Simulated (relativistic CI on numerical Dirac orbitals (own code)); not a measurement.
## Ni2+ in a cubic cluster: 2p photoemission with charge transfer

Computed with a charge-transfer multiplet model of a cubic metal-ligand cluster with up to 2 ligand holes, Slater and spin-orbit integrals from Dirac-Coulomb-Breit ions, Slater integrals scaled by 0.9. The ground state mixes d8 with configurations of k ligand holes L, whose averages lie at kΔ + k(k − 1)U_dd/2; a core hole lowers each added d electron by U_cd. 300 K, Lorentzian 0.6 eV and Gaussian 0.8 eV FWHM.

Atomic integrals in eV (Slater integrals scaled, ζ unscaled), ground: F2dd 10.953, F4dd 6.797, zeta_d 0.080; with the core hole: F2dd 12.575, F4dd 7.855, zeta_d 0.114, zeta_core 11.406, F2cd 7.542, G1cd 5.754, G3cd 3.273.

Cluster parameters (eV): Δ = 3, U_dd = 8.2, 10Dq = 0.9, 10Dq(ligand) = 1.4, V(eg) = 3.05, V(t2g) = -1.65, final-state hopping factor = 0.8.

```csv
Case,n_d,d8,d9L,d10L2,S
U_cd = 7.7 eV,8.37,0.65,0.33,0.02,1.00
U_cd = 8.3 eV,8.37,0.65,0.33,0.02,1.00
U_cd = 9.5 eV,8.37,0.65,0.33,0.02,1.00
U_cd = 10.7 eV,8.37,0.65,0.33,0.02,1.00
U_cd = 11.3 eV,8.37,0.65,0.33,0.02,1.00
```

Weights, n_d and S are thermal averages at 300 K. Binding energies count from the first peak over 30 % of the highest in each spectrum, which can be another peak from case to case. The parameters are a model scan and need not match a compound or its usual spin state. Peaks in eV (height, largest 100):
- U_cd = 7.7 eV: 0.0 (100), 4.4 (7), 7.0 (26), 17.6 (47), 24.6 (17)
- U_cd = 8.3 eV: 0.0 (100), 4.3 (6), 7.0 (33), 11.1 (7), 13.1 (6), 17.5 (46), 24.5 (20), 28.3 (6)
- U_cd = 9.5 eV: 0.0 (100), 7.0 (43), 11.7 (12), 14.2 (8), 17.5 (46), 24.3 (24), 29.0 (11)
- U_cd = 10.7 eV: 0.0 (100), 6.8 (48), 11.9 (17), 12.6 (18), 15.5 (11), 17.5 (48), 24.1 (28), 30.1 (16)
- U_cd = 11.3 eV: 0.0 (100), 6.8 (49), 12.3 (20), 13.2 (21), 17.4 (50), 24.0 (31), 30.6 (18)

Curve for U_cd = 11.3 eV (points under 2 left out, the grid thinned):

```json
{"E (eV)": "-3.0", "Intensity": "2.1"}
{"E (eV)": "-2.2", "Intensity": "3.9"}
{"E (eV)": "-1.5", "Intensity": "9.2"}
{"E (eV)": "-0.7", "Intensity": "48.1"}
{"E (eV)": "0.0", "Intensity": "100.0"}
{"E (eV)": "0.8", "Intensity": "43.8"}
{"E (eV)": "1.6", "Intensity": "10.7"}
{"E (eV)": "2.3", "Intensity": "5.6"}
{"E (eV)": "3.1", "Intensity": "3.4"}
{"E (eV)": "3.8", "Intensity": "3.0"}
{"E (eV)": "4.6", "Intensity": "4.4"}
{"E (eV)": "5.4", "Intensity": "10.2"}
{"E (eV)": "6.1", "Intensity": "31.8"}
{"E (eV)": "6.9", "Intensity": "48.6"}
{"E (eV)": "7.6", "Intensity": "32.7"}
{"E (eV)": "8.4", "Intensity": "10.1"}
{"E (eV)": "9.1", "Intensity": "4.2"}
{"E (eV)": "9.9", "Intensity": "3.6"}
{"E (eV)": "10.7", "Intensity": "9.6"}
{"E (eV)": "11.4", "Intensity": "16.4"}
{"E (eV)": "12.2", "Intensity": "19.9"}
{"E (eV)": "12.9", "Intensity": "20.0"}
{"E (eV)": "13.7", "Intensity": "18.2"}
{"E (eV)": "14.5", "Intensity": "11.4"}
{"E (eV)": "15.2", "Intensity": "8.7"}
{"E (eV)": "16.0", "Intensity": "15.2"}
{"E (eV)": "16.7", "Intensity": "29.3"}
{"E (eV)": "17.5", "Intensity": "48.5"}
{"E (eV)": "18.3", "Intensity": "18.3"}
{"E (eV)": "19.0", "Intensity": "5.7"}
{"E (eV)": "19.8", "Intensity": "3.1"}
{"E (eV)": "21.8", "Intensity": "2.1"}
{"E (eV)": "22.6", "Intensity": "4.8"}
{"E (eV)": "23.3", "Intensity": "16.5"}
{"E (eV)": "24.1", "Intensity": "29.9"}
{"E (eV)": "24.9", "Intensity": "10.7"}
{"E (eV)": "25.6", "Intensity": "3.2"}
{"E (eV)": "28.5", "Intensity": "3.2"}
{"E (eV)": "29.2", "Intensity": "8.3"}
{"E (eV)": "30.0", "Intensity": "14.0"}
{"E (eV)": "30.8", "Intensity": "17.8"}
{"E (eV)": "31.5", "Intensity": "8.0"}
{"E (eV)": "32.3", "Intensity": "3.6"}
{"E (eV)": "33.0", "Intensity": "3.8"}
{"E (eV)": "33.8", "Intensity": "2.0"}
```

For the case U_cd = 9.5 eV, Δ = 3 eV is smaller than U_dd = 8.2 eV, the charge-transfer side of the Zaanen-Sawatzky-Allen scheme. With the core hole the configuration with one ligand hole lies at Δ − U_cd = -4.7, -5.3, -6.5, -7.7, -8.3 eV from the one without, in the order of the table; where this is negative the screened configuration lies lower.
